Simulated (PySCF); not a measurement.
Electronic structure of Ni+ (nickel, charge +1) at the M06-L level

Configuration: [Ar] 3d9, 2D determinant. Calculation: PySCF 2.14, in x2c-TZVPall (6s5p4d1f, 48 functions); scalar relativity by spin-free X2C-1e.

```json
{
  "Total energy": "-1520.189 hartree",
  "One-electron energy": "-2104.405 hartree",
  "Hartree (Coulomb) energy": "647.971 hartree",
  "Exchange-correlation energy": "-63.756 hartree",
  "⟨S²⟩": "0.8359",
  "⟨L²⟩": "6.268",
  "Sum of ⟨r⟩": "17.69 bohr",
  "Sum of ⟨r²⟩": "20.15 bohr²",
  "Traceless quadrupole moment −½Σ⟨3z² − r²⟩ along its main axis": "-0.598 e·bohr²",
  "Langevin diamagnetic susceptibility": "-16.0 ×10⁻⁶ cm³/mol",
  "Time after the integrals": "4.4 s of wall time on 1 thread of Neoverse-N1 (shared host)"
}
```

| shell | electrons | mean orbital energy (eV) | spread (eV) | rms radius, mean of both spins (bohr) |
| --- | --- | --- | --- | --- |
| 1s α | 1 | -8231.6 | 0 | 0.0624 |
| 1s β | 1 | -8231.6 | 0 | 0.0624 |
| 2s α | 1 | -996.11 | 0 | 0.265 |
| 2s β | 1 | -995.36 | 0 | 0.265 |
| 2p α | 3 | -854.56 | 0.955 | 0.238 |
| 2p β | 3 | -854.01 | 0.423 | 0.238 |
| 3s α | 1 | -119.87 | 0 | 0.796 |
| 3s β | 1 | -117.67 | 0 | 0.796 |
| 3p α | 3 | -78.247 | 1.848 | 0.852 |
| 3p β | 3 | -76.259 | 0.020 | 0.852 |
| 3d α | 5 | -13.599 | 2.045 | 1.25 |
| 3d β | 4 | -12.484 | 1.550 | 1.25 |

⟨S²⟩ = 0.84 against 0.75 shows spin contamination.

Densities and radii are taken from the X2C orbitals without a picture-change correction, which distorts them close to the nucleus.
